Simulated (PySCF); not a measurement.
Work out the structure from these simulated measurements.

Formula: C5H14P2.

* 1H NMR: chemical shifts (computed TMS as zero) by class: 3.16 (1 H), 2.96 (2 H), 1.48 (1 H), 1.26 (2 H), 0.99 (2 H), 0.91 (6 H) ppm [GIAO CAM-B3LYP/pcSseg-1]
* UV, first state: lowest singlet excitation: 6.19 eV (200 nm, f = 0.051) [TDDFT wB97X-D/def2-SVPD]
* UV, strongest line: among the 10 lowest singlet transitions: S5 at 7.23 eV (171 nm, f = 0.227) [TDDFT wB97X-D/def2-SVPD]
* Polarisability: 117.0 au [wB97X-D/def2-SVPD]
* Valence photoelectron: vertical ionisation energy: 8.86 eV [ΔSCF wB97X-D/def2-SVPD]
* NMR, other nuclei: isotropic shieldings of nuclei other than C and H, by class: 363 (1 P), 457 (1 P) ppm [GIAO CAM-B3LYP/pcSseg-1]
* 13C NMR: chemical shifts (computed TMS as zero) by class: 38.0 (1 C), 29.9 (1 C), 25.4 (2 C), 9.8 (1 C) ppm [GIAO CAM-B3LYP/pcSseg-1]
* Dipole: 1.72 D [wB97X-D/def2-SVPD]
* Rotational structure: rotational constants A, B, C: 5.316, 0.587, 0.553 GHz [PBE0-D3(BJ)/def2-SVP]

Gas-phase values; electronic properties from PySCF, density fitting. Levels stand in brackets. Isolated species at its PBE0-D3(BJ)/def2-SVP geometry (one conformer only). NMR values are class means; diastereotopic atoms form classes of their own.

Question: Give a SMILES that accounts for the data.

Answer: Numbering: `[CH3:1][CH:2]([CH3:3])[CH2:4][PH:5][CH2:6][PH2:7]`. 5 carbons fall into 4 classes; from least to most shielded: sp3 carbon bound to phosphorus [C4] (38.0 ppm), sp3 CH carbon [C2] (29.9 ppm), methyl carbon [C1/C3] (25.4 ppm, 2 C, up to 4.2 ppm apart in this geometry), sp3 carbon bound to phosphorus [C6] (9.8 ppm). Hydrogen classes from least to most shielded: 1 H on a phosphine phosphorus, P5 (3.16 ppm), 2 H on a phosphine phosphorus, P7 (2.96 ppm), 1 H on an sp3 CH carbon, C2 (1.48 ppm), 2 H on an sp3 carbon bound to phosphorus, C4 (1.26 ppm), 2 H on an sp3 carbon bound to phosphorus, C6 (0.99 ppm, a mean of values up to 0.6 ppm apart in this geometry), 6 H on 2 methyl carbons, C1/C3 (0.91 ppm, a mean of values up to 0.7 ppm apart in this geometry). The other shieldings belong to: 363 ppm, phosphine phosphorus [P5]; 457 ppm, phosphine phosphorus [P7]. The first electron is taken from the HOMO, whose largest Löwdin shares are 0.61 on a phosphine phosphorus, 0.11 on each of 2 atoms of one kind (sp3 carbon bound to phosphorus) and 0.07 on a P–H hydrogen. The optimised geometry has point group C1 and is an asymmetric top. Structure: `CC(C)CPCP`. The assignments are read from this structure; whether some other isomer fits the data as well wasn't checked.

Shape of the structure used: `[CH3:1][CH:2]([CH3:3])[CH2:4][PH:5][CH2:6][PH2:7]`: C1–C2–C4–P5 173°, C2–C4–P5–C6 -178°, C4–P5–C6–P7 -167°, H–P7–C6–P5 51°, H–P7–C6–P5 -43°.
